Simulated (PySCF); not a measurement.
Y(F)3 anion (F₃Y), SMILES [F][Y]([F])[F] (connectivity only; charge and spin as stated), charge -1, multiplicity 2. Atoms are numbered in the order given.

```xyz
4

Y      0.0000     0.0000     0.0000
F     -2.0745     0.0000     0.0000
F      1.0373     1.7966     0.0000
F      1.0373    -1.7966     0.0000
```
Charge -1, spin multiplicity 2.

The structure is a stationary point at B3LYP-D3(BJ)/def2-SVPD. A frequency run showed that this geometry is not a minimum. The spin state was assumed, not searched. The isomer is the one that the SMILES or the coordinates give; other isomers of the formula were not compared. The def2 effective core potentials stand for the cores of Y; spin–orbit coupling is left out.

All values below come from B3LYP-D3(BJ)/def2-SVPD in PySCF.

Frequencies are harmonic and unscaled.

Modes within 1.5 cm⁻¹ of each other (mostly degenerate sets) share a row, with their intensities summed.

Q: Give all harmonic wavenumbers and intensities. (The exact figures need the calculation; the answer reports its results.)

A: 
```tsv
mode	ν (cm⁻¹)	IR (km/mol)	moving atoms (share of kinetic energy)
1	80i	26.6	F 61 %, Y 39 %
2–3	117	9.3	F 87 %, Y 13 %
4	485	0.0	F 100 %
5–6	511	265.2	F 74 %, Y 26 %
```
